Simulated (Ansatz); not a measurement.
Consider the redistribution: `[CH3][Cd][Cl]` + `C[O][GeH]([Cl])[S]C` → `C[O][Cd][Cl]` + `C[S][GeH]([CH3])[Cl]`.

Program: Ansatz. Geometries: PBE0-D4/def2-TZVP. ΔE: electronic, gas phase. CCSD(T)/CBS is the MP2 limit (def2-TZVPP, def2-QZVPP) plus CCSD(T) − MP2 in def2-TZVPP, frozen cores. Functionals use def2-TZVPP. B3LYP here is the variant with VWN-RPA as its local correlation; programs differ in this. def2 core potentials past Kr. For Cd, Ge outer-core shells are correlated without core-valence functions, which leaves a few kJ/mol of doubt a bond. Scalar relativity is left out up to krypton. Each species was taken in one conformer, which may not be the lowest.

```json
{"level": "PBE0-D4", "ΔE (kJ/mol)": "51.0"}
{"level": "B3LYP-D4", "ΔE (kJ/mol)": "52.2"}
{"level": "ωB97X-V", "ΔE (kJ/mol)": "49.9"}
{"level": "HF/def2-TZVPP", "ΔE (kJ/mol)": "44.2"}
{"level": "MP2/def2-TZVPP", "ΔE (kJ/mol)": "62.1"}
{"level": "SCS-MP2/def2-TZVPP", "ΔE (kJ/mol)": "57.4"}
{"level": "CCSD(T)/def2-TZVPP", "ΔE (kJ/mol)": "54.5"}
{"level": "MP2/CBS(def2)", "ΔE (kJ/mol)": "57.1"}
```

Task: What does CCSD(T)/CBS give? (Best estimate.)

Result: The calculation gave: +49.6 kJ/mol. The listed levels differ from it by 1.4, 2.6, 0.3, -5.4, 12.5, 7.8, 4.9, 7.5 kJ/mol.

Largest T1 diagnostic among the species: 0.016.

The D4 term adds +3.4 kJ/mol with B3LYP and +2.0 kJ/mol with PBE0; it sums over pairs of atoms, weighted by their polarisabilities, and B3LYP, whose exchange is more repulsive, gets the larger term. In def2-TZVPP, CCSD(T) changes the Hartree–Fock value by +10.3 kJ/mol (the triples alone add +2.2 kJ/mol) and MP2 by +17.9 kJ/mol.
